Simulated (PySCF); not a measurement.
How methods differ on the excitation energy of Sb²⁺

Sb²⁺ [Kr] 4d10 5s2 5p1 (2P) → Sb²⁺ [Kr] 4d10 5s1 5p1 6s1 (4P), as a difference of total energies. All numbers are calculated (PySCF 2.14, scalar relativity by spin-free X2C-1e, in aug-cc-pwCVTZ-DK3 (10s9p7d4f1g, 109 functions)). Correlated levels: valence: [Kr] 4d10 frozen. The calculations carry no spin-orbit coupling.

| method | excitation energy (cm⁻¹) |
| --- | --- |
| UHF | 143220 |
| MP2 (valence) | 149090 |
| SCS-MP2 (valence) | 151500 |
| CCSD (valence) | 149890 |
| CCSD(T) (valence) | 149940 |

A first-order spin-orbit estimate (lowest level to lowest level, LS coupling) adds 0.031 eV.

The promoted electron is Rydberg-like, and one or two diffuse shells describe it only roughly, which tends to raise the upper state.

The coupled-cluster amplitudes are large for the upper state (T1 above 0.03 or a double amplitude above 0.15), so a single reference is strained.
